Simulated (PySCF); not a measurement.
# Field gradients at the hydrogen positions

Compound: C7H8FN.
Cartesian coordinates in Å at the GFN2-xTB level; atoms count from 1:
```
atom  x, y, z in Å
C1    -2.2686    0.7315   -0.2890
C2    -1.3931   -0.3345    0.3580
C3    -0.0341   -0.4250   -0.3243
C4     0.9993   -1.3250    0.2977
C5     1.9074   -0.3516    0.4705
C6     3.2160   -0.2823    0.9570
N7     4.2892   -0.2082    1.3565
C8     0.9782    0.7260   -0.0592
F9     1.4041    1.3998   -1.1690
H10   -3.2325    0.7851    0.2100
H11   -1.7935    1.7075   -0.2272
H12   -2.4369    0.5011   -1.3384
H13   -1.2514   -0.1094    1.4177
H14   -1.8823   -1.3083    0.2871
H15   -0.1607   -0.5961   -1.3960
H16    0.9853   -2.3720    0.5361
H17    0.6665    1.4735    0.6757
```

Level: PBE0/pcSseg-1 (PySCF, non-relativistic); Q(2H) = 0.00286 b; rigid geometry, the same for H and D, with no vibrational averaging.

Task: Rank these positions by the coupling χzz of a deuteron there, largest first.
A. H17 (methine hydrogen)
B. H15 (methine hydrogen)
C. H16 (vinylic hydrogen)
D. H12 (methyl hydrogen)

Result: C (227 kHz), D (211 kHz), B (201 kHz), A (195 kHz).

Task: What are Vzz, η and χzz (234.96 MHz × Q × Vzz) at all hydrogens?

Result: 
| atom | bonded to | bond length (Å) | Vzz (au) | η | χzz (kHz) |
| --- | --- | --- | --- | --- | --- |
| H10 | C1 | 1.087 | 0.3166 | 0.02 | 213 |
| H11 | C1 | 1.087 | 0.3145 | 0.03 | 211 |
| H12 | C1 | 1.087 | 0.3140 | 0.02 | 211 |
| H13 | C2 | 1.093 | 0.3007 | 0.02 | 202 |
| H14 | C2 | 1.092 | 0.3033 | 0.02 | 204 |
| H15 | C3 | 1.093 | 0.2992 | 0.02 | 201 |
| H16 | C4 | 1.074 | 0.3382 | 0.01 | 227 |
| H17 | C8 | 1.094 | 0.2899 | 0.07 | 195 |

Task: How does χzz go with the bond length over the 8 C–H bonds?

Result: A straight-line fit has a slope of -14.9 kHz for each 0.01 Å, with a correlation coefficient of -0.97, over lengths from 1.074 to 1.094 Å. The longer bonds have the smaller couplings here.

One conformer (not necessarily the lowest) at the GFN2-xTB geometry, without solvent, vibrations or thermal averaging. GFN2-xTB bond lengths can be off by several hundredths of an ångström, more for odd bonds, and the gradients follow them. These gradients aren't converged with respect to the basis.

The run behind these numbers computed NMR shieldings as well. Time: 24 s of wall time; peak memory 0.85 GiB. Hardware: one thread, Arm Neoverse V2 (aarch64), no GPU, shared host with 32 logical CPUs at a one-minute load of 28.
